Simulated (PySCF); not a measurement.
Working out the excitation energy of Ca

Ca [Ar] 4s2 (1S) → Ca [Ar] 3d1 4s1 (3D). Calculation: PySCF 2.14, in x2c-TZVPPall; scalar relativity by spin-free X2C-1e. Frozen: [Ne]. Energies in hartree (1 hartree = 27.21139 eV):

```csv
part,Ca (lower),Ca (upper)
UHF,-679.620198,-679.528304
CCSD correlation,-0.222151,-0.192947
(T),-0.004529,-0.003241
```

**Question.** What does Hartree-Fock give?

**Answer.** (-679.528304) − (-679.620198) = 0.091894 hartree = 2.501 eV.

**Question.** What do CCSD and CCSD(T) give?

**Answer.** The CCSD correlation energies differ by 0.029204 hartree = 0.795 eV and the triples by 0.001288 hartree = 0.035 eV, so CCSD gives 3.296 eV and CCSD(T) 3.331 eV.

Measured between the centres of the two terms (NIST): 2.524 eV, so CCSD(T) (valence and next inner shell) is off by 0.807 eV.

What remains against the reference includes basis incompleteness, the frozen core and higher excitations.
